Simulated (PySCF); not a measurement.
Two-component Hartree-Fock for Fe (iron, neutral)

Start: [Ar] 3d7 4s1; 3d3/2 filled at m_j = +1/2, +3/2; 3d5/2 filled at m_j = -3/2, -1/2, +1/2, +3/2, +5/2; 4s1/2 filled at m_j = +1/2. Calculated with PySCF 2.14 in x2c-TZVPall-2c (6s7p4d1f, 54 functions): generalised Hartree-Fock with the X2C-1e Hamiltonian and a Gaussian nucleus; one run each with spin-orbit coupling (SO) switched off, then screened by Boettger's factors. This is a chosen level, not necessarily the ground level.

| spinor shell | electrons | ε, spin-free (eV) | ε, screened SO (eV) | weight of nominal j (screened SO) | rms radius, screened SO (bohr) |
| --- | --- | --- | --- | --- | --- |
| 1s1/2 | 2 | -7170.1 | -7170.0 | 1.000 | 0.0675 |
| 2s1/2 | 2 | -876.88 | -876.83 | 1.000 | 0.288 |
| 2p1/2 | 2 | -742.70 | -751.61 | 0.996 | 0.259 |
| 2p3/2 | 4 | -742.70 | -738.29 | 0.998 | 0.261 |
| 3s1/2 | 2 | -110.05 | -110.03 | 1.000 | 0.876 |
| 3p3/2 | 4 | -69.859 | -68.862 | 0.820 | 0.947 |
| 3p1/2 | 2 | -69.859 | -71.835 | 0.639 | 0.944 |
| 3d5/2 | 5 | -10.923 | -11.952 | 0.584 | 1.36 |
| 3d3/2 | 2 | -10.923 | -8.339 | 0.680 | 1.48 |
| 4s1/2 | 1 | -6.371 | -6.371 | 1.000 | 3.72 |

```csv
quantity,spin-free,screened SO
E (hartree),-1271.24377,-1271.26608
M_J,5,5
⟨J²⟩,30.012,30.012
⟨L²⟩,12.005,12.014
⟨S²⟩,6.007,6.003
```

Each row is a mean over spinors that exchange with the open shell spreads, by up to 12.372 eV (3p3/2).

Rows whose weight is well below 1 are mixtures of j = l ± 1/2: exchange outweighs spin-orbit coupling there, and the label is only the starting occupation.

Without spin-orbit coupling the j labels of p, d and f shells carry no meaning; the spin-free column gives the mean over the occupied spinors of each nl shell.
